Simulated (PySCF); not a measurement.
Start geometry of `C[C@@H]1C[CH2][Ge@H]1[AsH2]` from GFN2-xTB (Å):
```
atom  x, y, z in Å
C1    -0.115    2.112    0.246
C2    -0.176    0.698   -0.291
C3    -1.515   -0.028   -0.099
C4    -1.070   -1.489    0.045
Ge5    0.740   -0.855    0.633
As6    2.795   -1.914   -0.107
H7    -0.840    2.748   -0.263
H8    -0.338    2.124    1.312
H9     0.877    2.537    0.099
H10    0.089    0.698   -1.353
H11   -1.970    0.308    0.833
H12   -2.229    0.142   -0.907
H13   -1.022   -1.980   -0.927
H14   -1.706   -2.088    0.693
H15    0.716   -0.624    2.155
H16    2.313   -1.811   -1.525
H17    3.444   -0.567   -0.255
```

What comes out of this run: PySCF 2.14.0, PBE0-D3(BJ)/def2-SVP geometry optimisation, gas phase?

```
atom  x, y, z in Å
C1    -0.2313    1.9886    0.3950
C2    -0.3411    0.5730   -0.1242
C3    -1.6418   -0.2103    0.1827
C4    -1.1559   -1.6759    0.2372
Ge5    0.6466   -0.9709    0.6553
As6    2.5828   -1.9839   -0.3926
H7    -0.9963    2.6446   -0.0559
H8    -0.3687    2.0284    1.4877
H9     0.7522    2.4285    0.1679
H10   -0.1464    0.5429   -1.2106
H11   -2.0124    0.0916    1.1777
H12   -2.4629   -0.0205   -0.5317
H13   -1.1578   -2.1507   -0.7563
H14   -1.6747   -2.3377    0.9436
H15    0.9139   -0.8299    2.1733
H16    2.1275   -1.5354   -1.7783
H17    3.4231   -0.7246   -0.1967
```

The energy falls by 2.6 kcal/mol over 12 energy and gradient evaluations, the largest force component goes from 0.0184 to 2.1e-04 Eh/bohr, and the atoms move by 0.130 Å rms after alignment. The bond that changes most is C2–Ge5 (ends: sp3 carbon bound to germanium; germanium bonded to As, 2 C and H), which shortens by 0.034 Å. Bonds longer at the end by more than 0.005 Å: 13 of 17; shorter: 2. Among the angles that change most is C4–Ge5–H15, from 108.8° to 113.4°. Among the dihedrals that turn most is C2–Ge5–As6–H17, from 49° to 66°. Rotational constants go from 3257, 787.1, 698.7 to 3155, 809.3, 715.0 MHz. The orientation of the end geometry is arbitrary; only internal coordinates are fixed.

The run used 175 basis functions and 69 SCF cycles in all. Time: 2.5 min of wall time; peak memory 0.74 GiB. Hardware: Arm Neoverse V1, one thread, no GPU, on a shared host.

No PBE0-D3(BJ)/def2-SVP frequencies stand behind this structure, so it isn't proved a minimum. One conformer, not necessarily the lowest.
